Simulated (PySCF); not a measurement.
Species: C₄H₁₂OSi.
Z-matrix (Å and degrees, PBE0-D3(BJ)/def2-SVP geometry), rows numbered from 1:
```
C 
Si  1  1.8633
O   2  1.6670  1  107.22
C   3  1.4151  2  125.37  1  -171.92
C   4  1.5199  3  110.31  2   -84.99
C   4  1.5161  3  107.73  2   151.81
H   1  1.1012  2  110.56  3  -179.95
H   1  1.1003  2  110.70  3    59.87
H   1  1.1005  2  110.52  3   -60.13
H   2  1.4997  1  110.31  3   121.30
H   2  1.5004  1  111.50  3  -119.53
H   4  1.1100  3  109.32  2    34.28
H   5  1.1011  4  109.95  3   -59.63
H   5  1.1006  4  111.05  3  -179.76
H   5  1.1006  4  111.13  3    59.96
H   6  1.1011  4  109.89  3    60.74
H   6  1.0995  4  110.37  3   -58.36
H   6  1.1003  4  111.14  3  -178.99
```

Linear response at wB97X-D/def2-SVPD (PySCF, frozen core in the response, non-relativistic).

Static isotropic polarisability: 81.01 au (12.00 Å³), principal values 73.2, 78.0, 91.9 au.

Problem. What is the polarisability at 1064 nm and at the sodium D line?

Solution. 81.61 au at 1064 nm (+0.7 %), 83.03 au at 589.3 nm (+2.5 %). The rise at 589.3 nm is 3.33 times that at 1064 nm; a pure ω² law gives 3.26. The lowest singlet lies at 165 nm, shorter than both wavelengths.

Problem. What is the isotropic C6 coefficient between two such molecules, C6 = (3/π)∫α(iω)² dω?

Solution. 2731 au (Eh·bohr⁶) by a ten-point quadrature over imaginary frequencies, which is 1630 eV·Å⁶ or 157 J·nm⁶/mol.

Problem. Which effective excitation energy ω̄ makes London's formula C6 = (3/4)α²ω̄ exact here?

Solution. ω̄ = 4·C6/(3α²) = 0.555 Eh = 15.1 eV. A one-pole form α(ω) = α/(1 − ω²/ω̄²) fitted to the 1064 nm value gives 13.5 eV. London's choice of the ionisation energy (9.91 eV, ΔSCF at the same level) gives C6 = 1790 au, 34 % too low.

Problem. How anisotropic is the static polarisability, by Δα² = ½[(α1 − α2)² + (α2 − α3)² + (α3 − α1)²]?

Solution. Δα = 16.8 au, or 0.21 of the isotropic value.

Problem. What molar refraction at the D line follows from R = (4π/3)·N_A·α′, with α′ the polarisability volume?

Solution. α′ = 12.30 Å³ gives R = 31.04 cm³/mol, for isolated, non-vibrating species.

Problem. What n − 1 at the D line would an ideal gas of it have at 273.15 K and 1 atm (2.6868 × 10¹⁹ cm⁻³), by n − 1 = 2π·N·α′?

Solution. 20.77 × 10⁻⁴, a formal value whether or not that pressure can be reached.

One conformer stands for the species.

The pairwise dispersion term of wB97X-D wasn't added to the energies; at a given geometry it leaves orbitals and properties as they are.
